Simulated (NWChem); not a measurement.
System: Si2H4SF2; SMILES F[SiH2]S[SiH2]F

```xyz
9

Si    -1.5054    -0.6054     0.1798
F     -2.3424     0.6806     0.7060
S      0.0000     0.0000    -1.2110
Si     1.5054     0.6054     0.1798
F      2.3424    -0.6806     0.7060
H     -0.8901    -1.2443     1.3717
H     -2.4337    -1.4979    -0.5556
H      0.8901     1.2443     1.3717
H      2.4337     1.4979    -0.5556
```
Atoms are numbered in this order, from 1.

Computed with NWChem. Pople sets run with spherical d functions. Coordinates come from a PBE0/def2-SVP optimisation. Total energies compare along this basis series because the functional is fixed.

```
level            basis functions  energy (Ha)  highest occupied level (eV)  orbital gap (eV)  dipole (D)
---------------  ---------------  -----------  ---------------------------  ----------------  ----------
PBE0/STO-3G                   41   -1164.7837                        -3.81              9.57        0.66
PBE0/3-21G                    65   -1172.6705                        -8.42        (withheld)  (withheld)
PBE0/6-31G*                   90   -1178.7936                        -8.25              8.29        0.52
PBE0/6-31+G*                 110   -1178.8126                        -8.40              7.77        0.20
PBE0/6-311G**                138   -1178.9318                        -8.39              8.06        0.27
PBE0/6-311++G**              162   -1178.9403                        -8.45              7.74        0.09
```

Question: Complete the blanks.

Answer: 
- PBE0/3-21G, orbital gap (eV): 8.48
- PBE0/3-21G, dipole (D): 1.23
